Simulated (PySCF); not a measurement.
SMILES [O][Si]=O (charge -1), doublet at its CAM-B3LYP/def2-SVP optimised geometry (Å):

```
3

O     -1.3479     0.5375     0.0000
Si    -0.2143    -0.5375     0.0000
O      1.3479    -0.5375     0.0000
```

Level of theory: PySCF with unrestricted CAM-B3LYP/def2-TZVPD. Cells within 0.4 Å of a nucleus heavier than hydrogen are left out (blank, or x).

Map of the deformation density (molecule minus spherical neutral atoms) (e/bohr³) on the plane z = 0.0 Å:

```
|111111111111111111111111111|
|111111111111111111111111111|
|111111111111111111111111111|
|111111111111111111111111111|
|111111111111111111111111111|
|111111111111111111111111111|
|111111111111111111111111111|
|111111122221111111111111111|
|111112222222111111111111111|
|111112234332111111111111111|
|1111224xxx43210111111111111|
|1111225xxx75200112222111111|
|1111224xxx96200123222211111|
|111122345884101355432211111|
|111112234541xx269xxx3221111|
|11111122222xxx279xxx5221111|
|111111111111xx267xxx4221111|
|111111111112212354443221111|
|111111111122211223222211111|
|111111111222211122222111111|
|111111111222211111111111111|
|111111111111111111111111111|
|111111111111111111111111111|
|111111111111111111111111111|
|111111111111111111111111111|
|111111111111111111111111111|
|111111111111111111111111111|
```
Scale: ten equal steps from -0.013 (start of '0') to 0.065 (end of '9'), in the order '0123456789'; x runs from -3.50 to 3.50, y from -3.50 (bottom) to 3.50 (top).
